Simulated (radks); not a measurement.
Results of a calculation; reference values are marked as such.
Ionisation of neutral mercury, [Hg], to [Xe] 4f14 5d10 6s1 as the strength of local exchange is varied. Level of theory: scalar-relativistic Kohn-Sham, Slater X-alpha exchange (alpha = 2/3 is LDA exchange), no correlation, spin-polarised, spherical densities, point nucleus (a radial shooting solver on a logarithmic mesh with Libxc functionals).

| alpha | E(Hg) (hartree) | exchange (hartree) | IE (eV) | -e of the level emptied (eV) | <r> of it (bohr) |
|---|---|---|---|---|---|
| 0.608 | -19572.5419 | -319.6984 | 9.166 | 5.589 (6s) | 2.765 |
| 0.65 | -19594.7678 | -342.1959 | 9.493 | 5.904 (6s) | 2.736 |
| 0.667 | -19603.7716 | -351.3172 | 9.627 | 6.033 (6s) | 2.724 |
| 0.672 | -19606.4206 | -354.0016 | 9.667 | 6.072 (6s) | 2.721 |
| 0.724 | -19633.9931 | -381.9637 | 10.082 | 6.475 (6s) | 2.686 |
| 0.83 | -19690.3258 | -439.2156 | 10.952 | 7.328 (6s) | 2.618 |
| 0.879 | -19716.4241 | -465.7953 | 11.365 | 7.736 (6s) | 2.588 |
| 1.038 | -19801.3615 | -552.5397 | 12.746 | 9.117 (6s) | 2.497 |

NIST Atomic Spectra Database: 10.438 eV (measured). The Delta-SCF value meets it near alpha = 0.77.
